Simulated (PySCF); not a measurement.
Compound: (BeS)4 cube, Be₄S₄.
Cartesian coordinates in Å at the PBE0-D3(BJ)/def2-SVP level; atoms count from 1:
```xyz
8
Be4S4 angstrom
Be     0.6907   -1.2317    0.2022
S      1.5117   -0.1692   -1.3716
Be    -0.5479    0.0273   -1.3175
S     -1.3070   -1.5604   -0.2278
Be    -1.0529    0.1178    0.9557
S      0.7868   -0.0397    1.8913
Be     0.9100    1.0875    0.1595
S     -0.9913    1.7685   -0.2917
```

The closed-shell ground state was solved at several levels (PySCF, density fitting, gas phase, non-relativistic). The dipole stays under 0.02 D at every level.

```csv
level,basis functions,total energy (Eh),HOMO (eV),LUMO (eV),gap (eV)
CAM-B3LYP/def2-SVPD,156,-1651.5601,-9.18,-1.96,7.22
PBE0/pcSseg-1,144,-1651.3788,-8.16,-3.05,5.11
```

**Question.** Estimate the row for KT2/pcSseg-1, a basis of 144 functions; the other rows only guide the guess.

**Answer.** Total energy -1665.9169 Eh, HOMO -7.07 eV, LUMO -3.82 eV, gap 3.25 eV.

**Question.** Over all these levels, which gives the widest orbital gap and which the narrowest?

**Answer.** CAM-B3LYP/def2-SVPD (range-separated hybrid) has the widest, 7.22 eV, and KT2/pcSseg-1 (GGA) the narrowest, 3.25 eV. Functional and basis both differ between the two, so the spread mixes both effects.

One conformer stands for the species.
